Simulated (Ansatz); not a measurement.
Basis-set extrapolation for C6H19N3OSi (`CN(C)[Si](O)(N(C)C)N(C)C`) (PBE0-D4/def2-TZVP geometry, frozen core, Ansatz 0.2.0). Multiplicity 1, RHF reference.

```tsv
	def2-TZVPP	def2-QZVPP
HF	-765.724470	-765.756995
MP2 correlation	-2.054621	-2.193248
CCSD(T) correlation	-2.230636	not run
```

Energies in hartree. Use E(X) = E(∞) + A·exp(−7.88·√X) for Hartree–Fock and E(X) = E(∞) + B·X^(−2.97) for correlation, with X = 3 and 4, and add CCSD(T) minus MP2 of the smaller set to the MP2 limit.

What is the CCSD(T) energy at the basis-set limit?

HF limit: -765.756995 + (-0.032525) × 0.13774 = -765.76147. MP2 limit: -2.193248 + (-0.138627) × 0.74074 = -2.29593. Higher-order term: -2.230636 − (-2.054621) = -0.17602. Total: -768.23342 hartree, 730.7 kJ/mol below CCSD(T)/def2-TZVPP.
